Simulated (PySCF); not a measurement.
A mixed set of molecules.

All values: B3LYP/def2-SVPD (PySCF) at GFN2-xTB geometries, gas phase, one conformer each. Core orbitals are frozen in the response; Δα² is half the sum of the squared differences of the principal polarisabilities.

Question: Rank by HOMO–LUMO gap, highest first.
A. `C(C)C[SiH2]C1C=C1`
B. `C#CC(C)(C)[SiH2]C`
C. `C#C[C@H](C)C[SiH2]C`
D. `C/C(=C\F)CCO`

Answer: C (7.70 eV), B (7.42 eV), D (6.96 eV), A (6.03 eV).

Question: Rank by dipole moment, highest first.
A. `[CH3:1]/[C:2](=[CH:3]\[F:4])[CH2:5][CH2:6][OH:7]` with C1–C2–C5–C6 -86°, C2–C5–C6–O7 -66°, C5–C6–O7–H 57°
B. `[CH:1]#[C:2][C@H:3]([CH3:4])[CH2:5][SiH2:6][CH3:7]` with C2–C3–C5–Si6 -65°, C3–C5–Si6–C7 -179°
C. `[N:1]#[C:2][CH2:3][C@:4]12[CH2:5][C@H:6]1[CH2:7]2` with C2–C3–C4–C5 -92°
D. `[CH:1]#[C:2][C:3]([CH3:4])([CH3:5])[SiH2:6][CH3:7]` with C2–C3–Si6–C7 59°

Answer: C (4.29 D), A (1.93 D), B (0.98 D), D (0.62 D).

All values together:

| SMILES | formula | μ (D) | HOMO (eV) | LUMO (eV) | α (Å³) | Δα (Å³) | electrons | α per electron (Å³) |
| --- | --- | --- | --- | --- | --- | --- | --- | --- |
| C#C[C@H](C)C[SiH2]C | C6H12Si | 0.98 | -7.44 | 0.26 | 14.50 | 3.94 | 62 | 0.234 |
| C#CC(C)(C)[SiH2]C | C6H12Si | 0.62 | -7.08 | 0.35 | 14.52 | 2.77 | 62 | 0.234 |
| CCC[SiH2]C1C=C1 | C6H12Si | 0.89 | -6.55 | -0.53 | 14.27 | 4.28 | 62 | 0.230 |
| C/C(=C\F)CCO | C5H9FO | 1.93 | -7.06 | -0.10 | 10.00 | 2.64 | 56 | 0.178 |
| N#CC[C@]12C[C@H]1C2 | C6H7N | 4.29 | -7.37 | 0.08 | 10.26 | 2.77 | 50 | 0.205 |
| FC[C@H]1CCCO1 | C5H9FO | 1.80 | -7.13 | 0.36 | 9.33 | 1.66 | 56 | 0.167 |

Conformers: `[CH:1]#[C:2][C@H:3]([CH3:4])[CH2:5][SiH2:6][CH3:7]` with C2–C3–C5–Si6 -65°, C3–C5–Si6–C7 -179°; `[CH:1]#[C:2][C:3]([CH3:4])([CH3:5])[SiH2:6][CH3:7]` with C2–C3–Si6–C7 59°; `[CH3:1][CH2:2][CH2:3][SiH2:4][CH:5]1[CH:6]=[CH:7]1` with C1–C2–C3–Si4 178°, C2–C3–Si4–C5 61°, C3–Si4–C5–C6 -155°; `[CH3:1]/[C:2](=[CH:3]\[F:4])[CH2:5][CH2:6][OH:7]` with C1–C2–C5–C6 -86°, C2–C5–C6–O7 -66°, C5–C6–O7–H 57°; `[N:1]#[C:2][CH2:3][C@:4]12[CH2:5][C@H:6]1[CH2:7]2` with C2–C3–C4–C5 -92°; `[F:1][CH2:2][C@H:3]1[CH2:4][CH2:5][CH2:6][O:7]1` with F1–C2–C3–C4 -49°, C2–C3–C4–C5 131°, C3–C4–C5–C6 -28°, C4–C5–C6–O7 39°, C5–C6–O7–C3 -36°.

How closely does the mean polarisability follow the number of electrons in this set?

The correlation coefficient is 0.85; α per electron runs from 0.167 to 0.234 Å³.
